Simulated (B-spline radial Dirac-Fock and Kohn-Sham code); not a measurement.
Z = 16 (sulfur), transition energy 340 keV. These are calculated numbers from a radial B-spline solver; the model is a Dirac-Hartree-Slater potential of the neutral atom with a Latter tail (no hole, which puts coefficients of high multipoles low close above an edge), finite nucleus with surface currents. Subshells that would emit electrons below 1 keV are left out.

Question: A pure transition shows α(K) = 0.000269, L1/L2 = 311 and L1/L3 = 153. What is its multipolarity?
A. E3
B. E1
C. M1
D. M4
E. E2
F. M3
G. M2
H. E4

Answer: B. For comparison, α(K), L1/L2, L1/L3 are E2 0.00128, 134, 100; E3 0.00526, 59.3, 57.4; E4 0.0206, 31.1, 34.2; M1 0.000296, 190, 281; M2 0.00119, 99.2, 203; M3 0.00466, 60.6, 93.6; M4 0.0182, 40.9, 47.2.
